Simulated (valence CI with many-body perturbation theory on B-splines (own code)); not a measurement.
Hyperfine factors and g values of In¹⁸⁺

Computed by configuration interaction combined with many-body perturbation theory (CI+MBPT): three valence electrons over a frozen Dirac-Fock core [Ar] 3d10, a basis of 11 s, 11 p, 10 d, 8 f, 5 g, 2 h functions for each j, with the one-electron correlation potential Σ1, the two-electron term Σ2, the three-electron term Σ3, Breit, model QED; selected CI, second order for the rest, scaled by the run's own slope (own B-spline code, finite nucleus).

No measured levels were compared; by estimate levels hold to about 250 cm⁻¹ or 0.2 % of their energy and the worst to 1 %, as in measured heavy ions of charge 2 to 7; those with d or f electrons hold less well.

A/g_I is the dipole constant over the nuclear g factor μ/I (μ in nuclear magnetons, uniformly magnetised nucleus), B/Q the quadrupole constant per barn. Both hold the static response of the core; the bare values leave it out. Large factors of s and p1/2 electrons are usually good to 5 to 10 %; those of open d and f shells near neutrality can be off by tens of per cent, and small factors of p3/2, d and f electrons come from cancelling terms and can be off by a factor of two or in sign, in half-filled shells by more. B is blank for J = 1/2, where it vanishes, and for nearly pure S terms. Energies count from the lowest level.

Names give the largest LS component (configuration and term), which can be under half, so a name can repeat, a term be missing and a line seem to break the LS rules; names also repeat where a configuration has a term twice. Letters in brackets count levels of one name in rising energy.

| Level | E (cm⁻¹) | g | A/g_I (MHz) | A/g_I bare | B/Q (MHz/b) | B/Q bare |
| --- | --- | --- | --- | --- | --- | --- |
| 4s2.4p 2P°_1/2 | 0 | 0.664 | 57900 | 55000 |  |  |
| 4s2.4p 2P°_3/2 | 78199 | 1.333 | 9760 | 9150 | 18100 | 17000 |
| 4s.4p2 4P_1/2 | 311900 | 2.552 | 147000 | 139000 |  |  |
| 4s.4p2 4P_3/2 | 358020 | 1.712 | 49900 | 47300 | 14800 | 13900 |
| 4s.4p2 4P_5/2 | 383600 | 1.492 | 54200 | 51300 | -5550 | -5220 |
| 4s.4p2 2D_3/2 | 433180 | 0.861 | -6870 | -6500 | 21000 | 19800 |
| 4s.4p2 2D_5/2 | 465620 | 1.306 | 48200 | 45700 | 21900 | 20600 |
| 4s.4p2 2P_1/2 | 467470 | 1.173 | 12000 | 11400 |  |  |
| 4s.4p2 2S_1/2 | 545270 | 1.609 | 172000 | 163000 |  |  |
| 4s.4p2 2P_3/2 | 553340 | 1.289 | -19400 | -18400 | -15000 | -14200 |
| 4s2.4d 2D_3/2 | 675620 | 0.800 | 2400 | 2410 | 4000 | 3750 |
| 4s2.4d 2D_5/2 | 689080 | 1.200 | 4260 | 4150 | 5310 | 4970 |
| 4p3 4S°_3/2 [a] | 776210 | 1.376 | 7260 | 7020 | 14700 | 13800 |
| 4p3 4S°_3/2 [b] | 829330 | 1.433 | -1690 | -1430 | 187 | 175 |
| 4p3 2D°_5/2 | 834240 | 1.198 | 19800 | 18800 | -2920 | -2750 |
| 4p3 2P°_1/2 | 883400 | 0.664 | 55200 | 52200 |  |  |
| 4s.4p.4d 4F°_3/2 | 919230 | 0.477 | -18300 | -17300 | 6260 | 5850 |
| 4s.4p.4d 4F°_5/2 | 934730 | 1.046 | 25400 | 24200 | 3480 | 3240 |
| 4p3 2P°_3/2 | 934790 | 1.279 | 6960 | 6700 | -14700 | -13800 |
| 4s.4p.4d 4F°_7/2 | 959720 | 1.251 | 30800 | 29300 | 3990 | 3700 |
| 4s.4p.4d 4P°_5/2 | 974120 | 1.459 | 31900 | 30400 | 4410 | 4110 |
| 4s.4p.4d 4D°_3/2 | 981020 | 1.365 | 19900 | 19000 | 3350 | 3140 |
| 4s.4p.4d 4D°_1/2 | 984270 | 0.333 | -65700 | -62200 |  |  |
| 4s.4p.4d 4F°_9/2 | 1005100 | 1.333 | 26300 | 25100 | 22100 | 20700 |
| 4s.4p.4d 2F°_5/2 [a] | 1018800 | 1.016 | 14300 | 13600 | 6280 | 5910 |
| 4s.4p.4d 2D°_3/2 [a] | 1024900 | 0.873 | -20100 | -19000 | -1810 | -1710 |
| 4s.4p.4d 4P°_1/2 | 1034000 | 2.359 | 103000 | 98000 |  |  |
| 4s.4p.4d 4D°_7/2 | 1036700 | 1.393 | 30900 | 29400 | -3370 | -3170 |
| 4s.4p.4d 4D°_5/2 | 1036900 | 1.317 | 31200 | 29600 | -1440 | -1340 |
| 4s.4p.4d 4P°_3/2 | 1037500 | 1.505 | 40300 | 38400 | -6370 | -5970 |
| 4s.4p.4d 2D°_5/2 [a] | 1057500 | 1.219 | 36400 | 34600 | -3130 | -2980 |
| 4s.4p.4d 2P°_3/2 [a] | 1093900 | 1.130 | -1500 | -1370 | -1360 | -1300 |
| 4s.4p.4d 2F°_7/2 [a] | 1095700 | 1.143 | -2210 | -2010 | 21800 | 20500 |
| 4s.4p.4d 2F°_7/2 [b] | 1118100 | 1.162 | 25400 | 24200 | 17300 | 16200 |
| 4s.4p.4d 2F°_5/2 [b] | 1120000 | 0.881 | -12000 | -11300 | 15700 | 14700 |
| 4s.4p.4d 2P°_1/2 [a] | 1135000 | 0.645 | -67000 | -63300 |  |  |
| 4s.4p.4d 2P°_1/2 [b] | 1144900 | 0.659 | 24000 | 22900 |  |  |
| 4s.4p.4d 2D°_3/2 [b] | 1158500 | 0.970 | 27700 | 26300 | -10500 | -9920 |
| 4s.4p.4d 2P°_3/2 [b] | 1158800 | 1.317 | 15400 | 14900 | 2060 | 1910 |
| 4s.4p.4d 2D°_5/2 [b] | 1164600 | 1.171 | -11600 | -10800 | -11700 | -11000 |

Q: Take the isotope of mass number 115, with I = 9/2, μ = 5.5326 μN and Q = 0.772 b. What is the hyperfine structure of 4s.4p2 2P_1/2?

A: From the table A = 14800 MHz. Shifts from the centre of gravity in MHz: F = 4: -40700, F = 5: 33300.
